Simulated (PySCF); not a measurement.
A calculated (B3LYP, PySCF 2.14, cc-pVDZ-DK, the spin-free X2C one-electron Hamiltonian (Gaussian nucleus)) atom or ion has these occupied shells.

```tsv
shell	electrons	orbital energy (eV)	rms radius, mean of both spins (bohr)
1s α	1	-5909.9	0.0734
1s β	1	-5909.8	0.0734
2s α	1	-678.24	0.318
2s β	1	-676.53	0.318
2p α	3	-569.61	0.288
2p β	3	-568.16	0.288
3s α	1	-78.805	0.971
3s β	1	-73.642	0.971
3p α	3	-49.252	1.06
3p β	3	-43.801	1.06
3d α	5	-4.831	1.72
4s α	1	-4.816	3.65
```

Name the element and its charge.

Cr (chromium, neutral), in [Ar] 3d5 4s1, high-spin 7S determinant.
